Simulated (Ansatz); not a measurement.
## One elementary step

Start structure (SiNH₆OF, closed shell), relaxed at PBE0-D4/def2-TZVP:

```
atom    x (Å)    y (Å)    z (Å)
 Si1  -0.0182   0.1381   0.9292
  F2   1.4810   0.3854   0.4096
  H3  -0.3850  -1.2756   0.6939
  H4  -0.9496   1.1825   0.4754
  O5   0.0124   0.3877   2.5576
  H6   0.4685  -0.8533  -2.0375
  N7  -0.1874  -0.1311  -1.7657
  H8   0.5174  -0.2238   3.0947
  H9  -1.0805  -0.3488  -2.1906
 H10   0.1411   0.7391  -2.1666
```

The step: SiH₃OF ([OH][SiH2][F]) + NH₃ → SiNH₅O ([NH2][SiH2][OH]) + HF; bonds formed: Si1–N7, F2–H6; bonds broken: Si1–F2, H6–N7. Computed with Ansatz 0.2.0 (basis: def2-TZVPP and def2-QZVPP); correlated methods freeze the cores. Extrapolation: Hartree–Fock as exp(−7.88 √X), correlation as X^−2.97. Energies below are by CCSD(T) at an estimated basis limit (MP2 extrapolated from triple and quadruple zeta, plus CCSD(T) − MP2 in triple zeta).

(1) What are the electronic barrier and the energy of the step, from the start structure to the end structure? (Judge from chemistry; the value comes from the calculation.)

T1 diagnostic: at most 0.013.

Results:

(1) Computed: Barrier 29.36 kcal/mol; step energy 13.64 kcal/mol (uphill); reverse barrier, their difference, 15.72 kcal/mol. Barrier and step energy count from the start structure, the reverse barrier from the end structure.

The saddle point: One imaginary mode of 442i cm⁻¹.
```tsv
pair	start (Å)	saddle (Å)	end (Å)
Si1–N7	2.71	1.86	1.76
F2–H6	2.92	1.33	0.97
Si1–F2	1.61	2.22	3.22
H6–N7	1.01	1.13	1.65
```

Zero-point energy (harmonic, PBE0-D4): ZPE is 44.76 kcal/mol at the start and 44.56 kcal/mol at the saddle, so the barrier goes from 29.36 to 29.16 kcal/mol.

The step is the kind of exchange with an N–H group that builds nitride films in atomic layer and chemical vapour deposition.

Labels in which every atom is bracketed show which atoms are joined, not bond orders.

For scale, one of the runs: CCSD(T)/def2-TZVPP, 219 basis functions (an equivalent command: `ansatz run in.yaml --threads 4`). Hardware: 4 CPU threads, shared host. Wall time 68 s; peak host memory 3.4 GiB.
